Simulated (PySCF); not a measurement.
Does the structure fit the spectrum?

A compound C8H8O2 gives the data below (simulated from a calculation) and was assigned the structure `C=C=C(C#CCC)C(=O)O`.

13C{1H} NMR (computed): δ 231.6 (C), 175.4 (C), 102.4 (C), 90.6 (C), 80.9 (CH2), 78.7 (C), 43.9 (CH2), 6.0 (CH3).

1H NMR (600 MHz, computed): δ 6.00 (br s, 1H), 5.29 (s, 2H), 2.95 (s, 2H), 2.23 (s, 3H).

One computed conformer, in vacuum, rapidly exchanging positions averaged, non-relativistic Hamiltonian. σ from GIAO-PBE0/pcSseg-1; structure optimised with GFN2-xTB; PySCF 2.14.

References, each an isolated molecule treated in the same way: 1H, 13C vs TMS.

Question: Compare with the shifts computed for the proposed structure, pairing carbons in order of shift.

Answer: Structure with atom numbers: `[CH2:1]=[C:2]=[C:3]([C:4]#[C:5][CH2:6][CH3:7])[C:8](=[O:9])[OH:10]`. Each H is labelled by its parent atom.

| atom | computed for proposal | given list | difference |
| --- | --- | --- | --- |
| C2 | 239.3 | 231.6 | +7.7 |
| C8 | 170.3 | 175.4 | -5.1 |
| C5 | 109.4 | 102.4 | +7.0 |
| C3 | 91.4 | 90.6 | +0.8 |
| C1 | 84.9 | 80.9 | +4.0 |
| C4 | 76.0 | 78.7 | -2.7 |
| C6 | 16.9 | 43.9 | -27.0 |
| C7 | 16.1 | 6.0 | +10.1 |

The rms difference is 11.1 ppm and the largest -27.0 ppm at C6 (propargylic sp3 CH2). The proposal doesn't fit.

Question: Which isomer fits?

Answer: `C=C=C(C#CC)CC(=O)O`.

1. Carbon types of the structure: 5 × C, 2 × CH2, 1 × CH3, leaving 1 H on heteroatoms.
2. δC 231.6: central carbon of an allene; the central sp carbon of an allene is among the most deshielded carbons of hydrocarbons.
3. δC 175.4: carboxylic acid carbon; lone-pair donation from the attached heteroatom keeps it upfield of a ketone carbonyl.
4. δC 102.4, 78.7: alkyne carbon; the triple bond shields along its axis, which puts it between sp3 and sp2 carbons.
5. δC 90.6, 80.9: terminal carbon of a cumulated C=C=C unit.

Other isomers checked: C#C/C=C/C(=O)C(=C)OC (rms 36.7 ppm); CC#CCC1=COC=CO1 (rms 40.1 ppm).

The shifts were computed for this structure.

OH and NH positions are those of a molecule without intermolecular hydrogen bonds; in solution they move with solvent, concentration and temperature, and exchange usually removes their couplings. Shifts are as computed. Against solution values, carbons near 30 ppm lie about +3 ppm off and those near 130 ppm about +5 ppm. Of 1211 compounds with measured shifts, 218 miss one by over three times the rms of a fit or turn the order of signals round; such compounds aren't used in these exercises. The C=O carbon of an acid or of an amide with N–H lies up to 10 ppm further downfield in solution, through hydrogen bonding that the calculation lacks. Multiplicities follow the n + 1 count of equivalent neighbours, as no J values were calculated; m marks all less simple cases, F and P coupling included.
